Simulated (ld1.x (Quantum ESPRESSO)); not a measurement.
## Transferability test, TM semilocal potential for Gd

ld1.x (Quantum ESPRESSO) 7.5 input, shortened:

```
&input
   title='Gd', zed=64., rel=1, dft='PBESOL', iswitch=3,
   config='[Xe] 4f7 5d1 6s2 6p0'
 /
 &inputp
   pseudotype=1, tm=.true., lloc=2,
   nlcc=.true.
 /
3
5S  1  0   2.00   0.00  1.30  1.30  0.0
5P  2  1   6.00   0.00  2.40  2.40  0.0
5D  3  2   1.00   0.00  2.60  2.60  0.0
 &test
   configts(1)='5s2 5p6 5d1 6s2 6p0'
 /
```

Occupied shells without a wave of their own: 6s. They enter only through the test configuration that unscreens the potential, and ld1.x also counts them in the model core charge.

Energies are relative to the spin-unpolarised reference configuration 5s2 5p6 5d1 6s2 6p0; without spin polarisation the order of configurations can differ from experiment. Not all tests gave a result: 1 of 7 tests not solved or not reliable. Left out of the table: 5s2 5p6 5d1 6s0 6p1 (solver errors, printed error -9.3 eV).

ld1.x takes every shell without a wave as core, so the model core holds the 6s electrons as well and exchange and correlation see them twice. This cancels in the reference configuration, but the file is broken for other ones, and its errors say nothing about a proper core correction.

```
valence configuration  charge  ΔE all-electron (eV)  error AE − PS (meV)
  5s2 5p6 5d1 6s1 6p0      +1                 6.674                 -200
  5s2 5p6 5d1 6s0 6p0      +2                18.719                 -850
  5s2 5p6 5d0 6s0 6p0      +3                38.512                -1380
  5s2 5p6 5d0 6s2 6p1       0                 1.848                  +84
  5s1 5p6 5d1 6s2 6p0      +1                55.363                 -284
  5s2 5p5 5d1 6s2 6p0      +1                32.326                 -238
```

Levels in the configuration 5s2 5p6 5d1 6s1 6p0:

```tsv
level	all-electron (eV)	pseudo (eV)
5s	-56.125	-56.330
5p	-33.626	-33.816
5d	-8.434	-8.652
6s	-9.296	-9.683
```

These tests converged, but a pseudo level misses the all-electron one widely, so the file describes the atom poorly there or has found another state: 5s2 5p6 5d1 6s1 6p0: empty 6p by 4.0 eV; 5s2 5p6 5d1 6s0 6p0: empty 6p by 5.1 eV; 5s2 5p6 5d0 6s0 6p0: empty 6p by 7.1 eV.
